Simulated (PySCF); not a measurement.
## Electron correlation in Se (selenium, neutral)

[Ar] 3d10 4s2 4p4, high-spin 3P determinant. All numbers are calculated (PySCF 2.14, no relativity, point nucleus, in pcseg-2 (6s5p3d1f, 43 functions)). Frozen: [Ar] 3d10; 6 electrons correlated.

MP2 pair energies summed by pair of shells (mhartree):

| pair | energy | share (%) |
| --- | --- | --- |
| 4s-4p | -46.17 | 46.5 |
| 4p-4p | -44.47 | 44.8 |
| 4s-4s | -8.55 | 8.6 |

Total MP2 correlation energy: -99.19 mhartree.

Same-spin part -22.65 and opposite-spin part -76.53 mhartree; SCS-MP2 scales them by 1/3 and 6/5 to -99.39 mhartree.

```tsv
level	correlation energy (mhartree)
CCSD	-118.23
(T)	-3.56
CCSD(T)	-121.79
```

Diagnostics: T1 = 0.0082, D1 = 0.0254, largest double amplitude 0.053.

Q: Is a single reference adequate?

A: Yes, within this model without spin-orbit coupling: T1 lies below 0.03 and no double amplitude reaches 0.07.
